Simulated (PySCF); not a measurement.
Si(Cl)(OMe) (CH3ClOSi), SMILES Cl[Si]OC (connectivity only; charge and spin as stated), neutral, multiplicity 1.

Coordinates come from a ωB97X-D3(BJ)/def2-SVP optimisation. Other conformers were not sampled.

All values below come from PySCF with TDA-PBE0/def2-SVPD.

Vertical excitations.  State labels are in the subgroup Cs.

Computed lowest excited states:
```tsv
state	symmetry	energy (eV)	λ (nm)	f	main pairs
S1	A"	4.90	253	0.086	HOMO→LUMO 95 %
S2	A"	5.69	218	0.002	HOMO−2→LUMO 97 %
S3	A'	6.15	201	0.028	HOMO−1→LUMO 86 %
S4	A"	6.16	201	0.009	HOMO−3→LUMO 97 %
S5	A'	6.87	181	0.055	HOMO−4→LUMO 67 %, HOMO→LUMO+1 15 %
S6	A'	7.21	172	0.361	HOMO→LUMO+1 66 %
S7	A'	7.34	169	0.075	HOMO→LUMO+2 80 %, HOMO−4→LUMO 12 %
S8	A'	7.61	163	0.365	HOMO→LUMO+3 82 %
S9	A"	7.96	156	0.019	HOMO−1→LUMO+1 98 %
S10	A'	8.10	153	0.088	HOMO−2→LUMO+1 92 %
T1	A"	2.83	437	0	HOMO→LUMO 97 %
T2	A'	5.18	239	0	HOMO−1→LUMO 63 %, HOMO→LUMO+1 30 %
T3	A'	5.24	237	0	HOMO→LUMO+1 61 %, HOMO−1→LUMO 31 %
T4	A"	5.50	225	0	HOMO−2→LUMO 96 %
```
Triplets are in the Tamm–Dancoff approximation.
